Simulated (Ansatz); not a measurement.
C$_{2}$H$_{4}$SSe (`CC(=S)[SeH]`). The species carries charge 0 and has multiplicity 1. Geometry: relaxed with PBE0-D4/def2-TZVP. It is one conformer, not always the lowest.

```xyz
8

C     0.815    0.180   -0.197
C    -0.345   -0.721    0.069
S    -0.287   -2.336    0.018
Se   -1.987    0.120    0.492
H     0.593    0.849   -1.034
H     1.016    0.808    0.676
H     1.700   -0.410   -0.430
H    -1.505    1.510    0.405
```

Task: What is the dipole moment at r2SCAN/def2-TZVPP? (An estimate is asked.)

Result: The calculation gave: 3.06 D, with components (0.71, 2.97, -0.11) D in this frame, pointing from negative to positive charge.

Task: And with PBE, B3LYP, ωB97M-V? (Estimate.)

Result: The calculation gave: PBE 2.88 D, B3LYP 2.91 D, ωB97M-V 2.89 D.

Task: Give the Mulliken charges with r2SCAN, B3LYP, PBE in def2-TZVPP. (Estimate.)

Result: Computed: 
| atom | r2SCAN | B3LYP | PBE |
| --- | --- | --- | --- |
| C1 | -0.11 | -0.23 | -0.22 |
| C2 | 0.02 | 0.03 | 0.04 |
| S3 | -0.22 | -0.22 | -0.22 |
| Se4 | 0.06 | 0.08 | 0.06 |
| H5 | 0.07 | 0.11 | 0.11 |
| H6 | 0.07 | 0.11 | 0.11 |
| H7 | 0.07 | 0.10 | 0.10 |
| H8 | 0.04 | 0.03 | 0.03 |

B3LYP here is the variant with VWN-RPA as its local correlation; programs differ in this.
